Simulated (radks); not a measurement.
Q: Ba2+, configuration [Xe] (the NIST ground configuration). Method: scalar-relativistic Kohn-Sham, BLYP, spin-polarised, spherical densities, finite nucleus; Fermi nuclear charge, rms radius 4.8378 fm; computed with a radial shooting solver on a logarithmic mesh with Libxc functionals. Some entries of the table are withheld. Estimate them.

orbital  occ.  eigenvalue (eV)  <r^2> (bohr^2)  r(max) (bohr)
1s          2        -37274.11             (1)        0.01643
2s          2        -5902.126         0.01421        0.09288
2p          6        -5294.466         0.01129        0.07462
3s          2        -1255.342         0.09743         0.2664
3p          6        -1060.524         0.09748         0.2606
3d         10        -777.3675         0.08389         0.2151
4s          2        -256.0327          0.5124         0.6248
4p          6        -193.1797          0.5823         0.6534
4d         10        -101.9239          0.7444         0.6950
5s          2              (2)           2.988          1.467
5p          6         -30.6924           4.079          1.665
6s          0         -12.5673           17.14          3.619
4f          0              (3)           3.211         0.8251

A: 
(1) 1s <r^2> (bohr^2): 0.0008884
(2) 5s eigenvalue (eV): -45.7971
(3) 4f eigenvalue (eV): -10.2031
